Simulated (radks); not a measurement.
Initial-state core-level shifts of the promethium ion Pm2+ when its valence configuration changes from [Xe] 4f5. Method: non-relativistic Kohn-Sham, PBE, spin-polarised, spherical densities, point nucleus; open shells are filled with parallel spins first (spin-orbit coupling, left out, can overturn this in heavy ions); relativity is left out, which matters for an element this heavy; computed with a radial shooting solver on a logarithmic mesh with Libxc functionals. Shifts are changes of the shell-averaged eigenvalues in eV (positive: less bound); the change of the density at the nucleus, which sets a Mossbauer isomer shift, is in e/bohr^3, on a base of 1.613e+05.

valence           3s       3p       4s       5s  density at nucleus
4f4 6s1      -12.204  -12.165  -11.282   -6.339              +20.46
4f4 6p1      -13.118  -13.079  -12.199   -7.234              +10.31
4f4 5d1       -9.082   -9.040   -8.172   -3.408               +8.45
4f4.5 6p0.5   -6.327   -6.308   -5.924   -3.593               +4.87
4f3 6p2      -27.871  -27.787  -25.554  -14.532              +22.67
4f3 5d2      -19.315  -19.226  -17.097   -6.780              +18.24
4f3 5d1 6s1  -22.678  -22.591  -20.420   -9.832              +31.40
